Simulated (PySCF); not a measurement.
# Ionisation energy of Mn by level of theory

Mn [Ar] 3d5 4s2 (6S) → Mn⁺ [Ar] 3d5 4s1 (7S), as a difference of total energies. All numbers are calculated (PySCF 2.14, scalar relativity by spin-free X2C-1e, in ANO-RCC-VTZP). Correlated levels: valence: [Ar] frozen. The calculations carry no spin-orbit coupling.

```
           method  ionisation energy (eV)
              UHF                   6.023
    MP2 (valence)                   6.964
SCS-MP2 (valence)                   7.171
   CCSD (valence)                   7.202
CCSD(T) (valence)                   7.275
```

Errors of the correlated levels include the incompleteness of this basis and the frozen core.

Question: Which method comes closest to the reference value, and which is furthest?

Answer: The reference is 7.434 eV (measured; NIST Atomic Spectra Database, ionization energies). Closest: CCSD(T) (valence) (error -0.159 eV); furthest: UHF (error -1.411 eV).
